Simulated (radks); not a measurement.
Results of a calculation; reference values are marked as such.
Polarisability of the manganese ion Mn5+, [Ar] 3d2, at imaginary frequency. Level of theory: non-relativistic Kohn-Sham, exchange-only LDA, spin-polarised, spherical densities, point nucleus; open shells are filled with parallel spins first (a radial shooting solver on a logarithmic mesh with Libxc functionals). Response by self-consistent Sternheimer equations with the Hartree and adiabatic exchange-only LDA kernel.

w (hartree)  alpha1(iw) (bohr^3)
0.00266                   0.9415
0.0143                    0.9414
0.0360                    0.9412
0.0697                    0.9406
0.118                     0.9390
0.186                     0.9353
0.280                     0.9276
0.413                     0.9120
0.605                     0.8813
0.892                     0.8227
1.35                      0.7168
2.12                      0.5469
3.59                      0.3306
6.94                      0.1391
17.5                     0.03331

Static values: alpha1 = 0.9415 bohr^3 (0.1395 angstrom^3; uncoupled 1.339). C6 = 1.721, triple-dipole C9 = 1.167 atomic units. One-pole (London) frequency 4 C6 / (3 alpha1^2) = 2.589 hartree, against 3.037 for minus the highest occupied eigenvalue. The dipole shielding factor is 0.800, as the force sum rule N/Z = 0.800 demands.
